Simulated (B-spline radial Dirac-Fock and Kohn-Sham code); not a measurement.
# What relativity does to the binding energies of Nb

System: the free niobium atom, [Kr] 4d4 5s1.

Both columns are ΔSCF binding energies of the configuration average from a radial atomic solver: non-relativistic Hartree-Fock with a point nucleus, and Dirac-Fock with a finite nucleus and the Coulomb interaction alone, averaged over the two j levels with weights 2j+1.

```tsv
shell	Hartree-Fock (eV)	Dirac-Fock (eV)	shift (eV)	shift (%)
1s	18595.2	19040.9	+445.73	+2.40
2s	2609.0	2713.5	+104.57	+4.01
2p	2384.5	2411.9	+27.41	+1.15
3s	457.8	477.4	+19.65	+4.29
3p	371.5	376.6	+5.13	+1.38
3d	214.1	210.6	-3.48	-1.62
4p	39.59	40.10	+0.51	+1.29
4d	5.69	5.37	-0.32	-5.67
5s	5.18	5.43	+0.25	+4.86
```

Relativity binds 1s, 2s, 2p, 3s, 3p, 4p, 5s more strongly, among those listed most of all 5s in relative terms, and 3d, 4d more weakly, because the contracted s and p shells screen the nucleus better.

Values without a named source are computed, but for edge energies of neutral atoms, which are taken from tables.
